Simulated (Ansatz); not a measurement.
F2GeHO (`[O][GeH]([F])[F]`) radical, relaxed with UKS PBE-D4/def2-SVP in the Gaussian-basis code of Ansatz from a rough embedded geometry. The force threshold is 0.03 eV/Å; the program also tests the step.

Charge 0, multiplicity 2.

Start:

```xyz
5

O    -0.402    0.338    1.716
Ge    0.003    0.016   -0.018
F    -1.405   -0.586   -0.909
F     1.291   -1.113   -0.139
H     0.514    1.346   -0.650
```

Question: By how much does the energy fall, and how many steps does the optimiser take? (Best estimate.)

Answer: Ansatz gave: 6.05 kJ/mol, in 3 steps.

Question: Which bonds change most? (Best estimate.)

Answer: Ansatz gave: Ge2–F3 from 1.772 to 1.740 Å; Ge2–F4 from 1.717 to 1.740 Å; O1–Ge2 from 1.809 to 1.792 Å; Ge2–H5 from 1.559 to 1.542 Å.

Question: Give the relaxed structure. (Best estimate.)

Answer: Computed: 
```xyz
5

O    -0.405    0.341    1.691
Ge    0.020    0.055   -0.027
F    -1.342   -0.612   -0.879
F     1.242   -1.178   -0.148
H     0.485    1.394   -0.636
```
